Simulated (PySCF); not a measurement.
How methods differ on the ionisation energy of Br²⁺

Br²⁺ [Ar] 3d10 4s2 4p3 (4S) → Br³⁺ [Ar] 3d10 4s2 4p2 (3P), as a difference of total energies. Calculation: PySCF 2.14, in ANO-RCC-VTZP (6s5p3d1f, 43 functions); the spin-free X2C one-electron Hamiltonian (Gaussian nucleus). Correlated levels: valence: [Ar] 3d10 frozen; valence and next inner shell: [Ne] frozen. The calculations carry no spin-orbit coupling.

```json
{"method": "UHF", "ionisation energy (eV)": "34.661", "plus first-order spin-orbit estimate": "34.243", "error of that sum (eV)": "-0.628"}
{"method": "LDA", "ionisation energy (eV)": "35.317", "plus first-order spin-orbit estimate": "34.899", "error of that sum (eV)": "+0.028"}
{"method": "PBE", "ionisation energy (eV)": "35.129", "plus first-order spin-orbit estimate": "34.712", "error of that sum (eV)": "-0.159"}
{"method": "PBE0", "ionisation energy (eV)": "35.243", "plus first-order spin-orbit estimate": "34.825", "error of that sum (eV)": "-0.046"}
{"method": "r2SCAN", "ionisation energy (eV)": "35.462", "plus first-order spin-orbit estimate": "35.045", "error of that sum (eV)": "+0.174"}
{"method": "B3LYP", "ionisation energy (eV)": "35.149", "plus first-order spin-orbit estimate": "34.731", "error of that sum (eV)": "-0.140"}
{"method": "HSE06", "ionisation energy (eV)": "35.206", "plus first-order spin-orbit estimate": "34.789", "error of that sum (eV)": "-0.082"}
{"method": "M06-L", "ionisation energy (eV)": "34.938", "plus first-order spin-orbit estimate": "34.520", "error of that sum (eV)": "-0.351"}
{"method": "wB97X-V", "ionisation energy (eV)": "34.958", "plus first-order spin-orbit estimate": "34.540", "error of that sum (eV)": "-0.331"}
{"method": "MP2 (valence)", "ionisation energy (eV)": "35.176", "plus first-order spin-orbit estimate": "34.758", "error of that sum (eV)": "-0.113"}
{"method": "SCS-MP2 (valence)", "ionisation energy (eV)": "35.022", "plus first-order spin-orbit estimate": "34.604", "error of that sum (eV)": "-0.267"}
{"method": "MP2 (valence and next inner shell)", "ionisation energy (eV)": "35.261", "plus first-order spin-orbit estimate": "34.844", "error of that sum (eV)": "-0.027"}
{"method": "SCS-MP2 (valence and next inner shell)", "ionisation energy (eV)": "35.081", "plus first-order spin-orbit estimate": "34.663", "error of that sum (eV)": "-0.208"}
```

Reference: 34.871 ± 0.019 eV (measured; NIST Atomic Spectra Database, ionization energies).

A first-order spin-orbit estimate (lowest level to lowest level, LS coupling) adds -0.418 eV.

Errors of the correlated levels include the incompleteness of this basis and the frozen core.
